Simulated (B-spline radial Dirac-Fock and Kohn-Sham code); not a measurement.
## The Kr-like isoelectronic sequence (36 electrons), Z = 70 to 77

These are calculated numbers from a radial atomic solver; the model is Dirac-Fock (average of configuration) total-energy differences with a finite nucleus, the Breit interaction including its frequency dependence, and self-energy and vacuum-polarisation corrections. Binding energies in eV, tabulated ground configurations ([Ar] 3d10 4s2 4p6 throughout). Correlation energy is missing from these numbers.

| ion | 1s | 2p1/2 | 3d3/2 | 4s | outermost level | NIST ionisation energy |
| --- | --- | --- | --- | --- | --- | --- |
| Yb³⁴⁺ | 62753.1 | 11406.2 | 2957.5 | 1686.9 | 1515.9 (4p3/2) | 1516 ± 5 |
| Lu³⁵⁺ | 64811.3 | 11854.2 | 3097.1 | 1770.8 | 1591.5 (4p3/2) | 1591 ± 5 |
| Hf³⁶⁺ | 66911.7 | 12313.1 | 3239.9 | 1856.9 | 1668.8 (4p3/2) | 1669 ± 5 |
| Ta³⁷⁺ | 69054.1 | 12783.0 | 3385.9 | 1945.2 | 1748.0 (4p3/2) | 1748 ± 4 |
| W³⁸⁺ | 71239.3 | 13264.3 | 3535.1 | 2035.7 | 1829.0 (4p3/2) | 1829.8 ± 1.9 |
| Re³⁹⁺ | 73468.1 | 13757.0 | 3687.6 | 2128.4 | 1911.9 (4p3/2) | 1912 ± 4 |
| Os⁴⁰⁺ | ? | ? | ? | ? | ? | ? |
| Ir⁴¹⁺ | 78058.6 | 14777.6 | 4002.2 | 2320.8 | 2083.0 (4p3/2) | 2083 ± 4 |

Q: Fill in the row of Os⁴⁰⁺.

A: 1s 75740.6, 2p1/2 14261.3, 3d3/2 3843.3, 4s 2223.5, outermost 1996.5 (4p3/2), NIST 1996 ± 4 eV.

NIST's values are for the lowest levels; a dash marks a value that is missing or belongs to another shell. Their kind here: semi-empirical, theoretical.
